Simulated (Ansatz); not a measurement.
Geometry optimisation, RKS B3LYP-D4/def2-SVP (Ansatz).

Input file:

```yaml
crystal:
  periodic: [false, false, false]
  atoms:
    - { symbol: Sn, position_ang: [0.0, 0.0, 0.0] }
    - { symbol: H, position_ang: [0.923, 0.0, 1.7063] }
    - { symbol: Cl, position_ang: [2.5085, 0.0, 0.7209] }
    - { symbol: H, position_ang: [-0.8195, 1.4198, -0.5794] }
    - { symbol: Cl, position_ang: [-1.1351, -1.9666, -0.8025] }
basis:
  gaussian: { orbitals: def2-SVP }
hamiltonian:
  xc: b3lyp
  dispersion: d4
relax:
  f_tol: 0.15
  max_steps: 25
  restrain:
    - { distance: [1, 2], at: 2.57, k: 30.0 }
    - { distance: [0, 1], at: 1.74, k: 30.0 }
    - { distance: [0, 2], at: 2.41, k: 30.0 }
```

Command:

```bash
$ ansatz run input.yaml --threads 1 --pin off --max-ram 2048MiB --backend cpu --events-out ev --progress --plain --runs-dir out
```

Task: Where does it end, and by what steps?

Result: The forces met the threshold. The restraints hold the end off the free minimum. After 4 steps the energy has fallen by 2.071 eV (the restraints' own energy left out); H2 moved furthest, 0.53 Å.

```tsv
step	energy less start (eV)	largest force component (eV/Å)	accepted
0	0.0000	2.966	yes
1	-0.7985	1.867	yes
2	-1.4811	1.409	yes
3	-2.0163	1.188	yes
4	-2.0708	1.184	yes
```

```xyz
5
Properties=species:S:1:pos:R:3
Sn 0.060 0.049 0.223
H 0.434 -0.081 1.894
Cl 2.448 -0.020 0.227
H -0.580 1.412 -0.590
Cl -0.885 -1.907 -0.709
```

Time of the run: 18 s on 1 thread of Arm Neoverse V2, on a shared host, peak memory 0.15 GiB.
